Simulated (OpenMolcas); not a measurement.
**Co3+: ligand-field states by method**

Co3+ with 6 ligands (chloride) in octahedral coordination (Oh) at 2.37 Å. A charge of +0.5 e stands 2.4 Å behind each ligand. Ligand basis ANO-RCC-VDZP.
```
Co    0.0000    0.0000    0.0000
Cl    2.3700    0.0000    0.0000
Cl    0.0000    2.3700    0.0000
Cl   -2.3700    0.0000    0.0000
Cl    0.0000   -2.3700    0.0000
Cl    0.0000    0.0000    2.3700
Cl    0.0000    0.0000   -2.3700
```

```yaml
Program: OpenMolcas 26.06
Basis: ANO-RCC-VTZP [6s5p3d2f1g]
Scalar_Hamiltonian: DKH2, point nucleus
Active_space: 6 electrons in 5 orbitals (3d)
State_averaging: 2S+1 = 5 even, 5 roots; 2S+1 = 3 even, 45 roots; 2S+1 = 1 even, 50 roots
Spin-orbit_coupling: RASSI with atomic mean-field integrals over the reference wave functions
```

I. CASSCF
II. SS-CASPT2, IPEA 0.25 Eh, imaginary shift 0.2 Eh (closed shells correlated: 3s 3p and the ligand valence shells)

Spin-free states (labels of O, the rotations of Oh) in cm-1, each column counted from its own energy of the first state listed:

| State | Degeneracy | I | II |
| --- | --- | --- | --- |
| 5T2 | 3 | 0 | 0 |
| 5E | 2 | 7238 | 12060 |
| 3T1 | 3 | 16357 | 120 |
| 3T2 | 3 | 19729 | 1470 |
| 3T1 | 3 | 22351 | 12450 |
| 1A1 | 1 | 22792 | -7010 |
| 3T2 | 3 | 24770 | 9550 |
| 1T1 | 3 | 26758 | 2670 |
| 3T1 | 3 | 27204 | 13660 |
| 3E | 2 | 27281 | 15810 |
| 3T2 | 3 | 31464 | 15740 |
| 1T2 | 3 | 31728 | 9480 |
| 3E | 2 | 32099 | 22700 |
| 3A2 | 1 | 32424 | 21150 |
| 3T1 | 3 | 33028 | 26620 |
| 1E | 2 | 34176 | 14650 |
| 1A1 | 1 | 35790 | 13660 |
| 3A1 | 1 | 36659 | 29620 |
| 1T2 | 3 | 36677 | 16430 |
| 3T2 | 3 | 37935 | 25230 |

II puts a state of multiplicity 1 lowest, 7000 cm-1 below that state.

From I to II, I's first state of the same spin (5E) moves from 7238 to 12060 cm-1, by about +4800 cm-1.

From I to II, I's first state of another spin (3T1) moves from 16357 to 120 cm-1, by about -16000 cm-1. In II another state of that kind comes below it.

χT at 300 K: I 4.22, II 0.10 cm3 K/mol.

Roots that are degenerate in the reference are averaged as groups; the widest CASPT2 spread within a group is 1600 cm-1 (the 2-fold group of multiplicity 1 near 31100 cm-1 above the lowest state of its run, II). Shifts and gaps below about the spread of the groups concerned are not significant. Over all roots computed the reference weight is 0.58 to 0.66 in II; the roots of lowest weight are the least certain, and an intruder state may touch them. Ligand-to-metal charge-transfer states are missing. With no ligand orbital active B as a rule stays too high, so bands that hang on it stand too high and its fall with covalency is understated. An orbital triplet at a regular site is open to Jahn-Teller coupling, which can distort the site and quench the lowest spin-orbit gaps and is left out (holds for I). Without dynamic correlation the repulsion within the d shell is too large (B by tens of per cent), so at a given field states of lower spin stand too high (holds for I). CASSCF with metal d orbitals alone favours high spin, so a ground state of lower spin is not ruled out (holds for I). With metal d orbitals alone and no dynamic correlation the field as a rule comes out too small, by tens of per cent, by up to half for chloride and softer ligands, and with too little covalency χT stands high (holds for I). This shell can be high or low spin here, a state of another spin lies low, and with metal d orbitals alone active their balance is uncertain, so the ground spin may be wrong, although the usual error favours high spin (holds for II). A single d shell leaves out the double-shell effect, which counts most for late 3d ions, where the CASPT2 field can be off either way by tens of per cent (holds for II). With one d shell and no ligand orbital active, 10Dq can be off by a tenth or more (holds for II). No measured value stands beside these numbers; the geometry was imposed, not optimised, and the real ion may take another.
